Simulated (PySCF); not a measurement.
Compound: C2H5ClFGa.
Atom-mapped SMILES: `[CH3:1][CH2:2][Ga:3]([F:4])[Cl:5]` (hydrogens: H6, H7, H8 on C1; H9, H10 on C2)

Computed by this run: PBE0-D3(BJ)/def2-SVP geometry optimisation, gas phase (PySCF 2.14.0); density fitting, grid level 1; the optimiser is geomeTRIC in internal coordinates, started from a GFN2-xTB structure with every atom displaced at random (about 0.01 Å).

Step 0: E = -69745.6154 eV
```
atom  x, y, z in Å  |  force x, y, z in eV/Å
C1     -1.3139    0.0641    0.1824   -0.064   1.382  -0.383
C2     -0.1145   -0.6475    0.6984    1.690   0.831   0.323
Ga3     1.5913    0.3157    0.0595   -1.404  -0.216   0.138
F4      1.2767    1.7474   -0.9271    0.052  -0.210   0.137
Cl5     3.6730    0.0096    0.3035    0.295  -0.132   0.103
H6     -1.3351    0.1256   -0.9137   -0.012  -0.065  -0.087
H7     -1.3457    1.1153    0.5410   -0.065  -0.312  -0.108
H8     -2.2267   -0.4092    0.5044   -0.752  -0.422   0.253
H9     -0.0652   -1.6673    0.3560    0.159  -0.852  -0.258
H10    -0.0896   -0.6746    1.8031    0.101  -0.006  -0.117
```

Task: Estimate the geometry and energy of step 1. (The exact step hangs on the optimiser's Hessian estimate; all steps are aligned on step 0, rigid shifts and turns removed.)

Result: E = -69745.7427 eV, largest force 0.691 eV/Å
```
atom  x, y, z in Å  |  force x, y, z in eV/Å
C1     -1.3291    0.0792    0.1962   -0.043  -0.166   0.059
C2     -0.0379   -0.5856    0.6832   -0.583  -0.281  -0.171
Ga3     1.4967    0.3564    0.0152    0.615  -0.170   0.266
F4      1.3284    1.7615   -0.9934   -0.056   0.311  -0.255
Cl5     3.5485   -0.1333    0.4149   -0.012   0.032  -0.028
H6     -1.3572    0.1519   -0.9010   -0.023  -0.018  -0.019
H7     -1.4290    1.1042    0.5792   -0.008   0.042   0.041
H8     -2.2271   -0.4801    0.5098    0.074   0.008   0.018
H9      0.0422   -1.6319    0.3220   -0.012   0.199   0.076
H10     0.0150   -0.6432    1.7817    0.049   0.042   0.013
```

The energy changes by -0.1273 eV. The first-order estimate −F·Δx gives -0.3371 eV and the mean of the old and new forces, exact on a quadratic surface, -0.1111 eV. The step makes an angle of 72° with the force vector and moves no atom by more than 0.220 Å.

The cost below is that of the whole optimisation. On an Arm Neoverse V1 with one thread, on a shared host, this took 48 s and 0.49 GiB of memory at its peak.
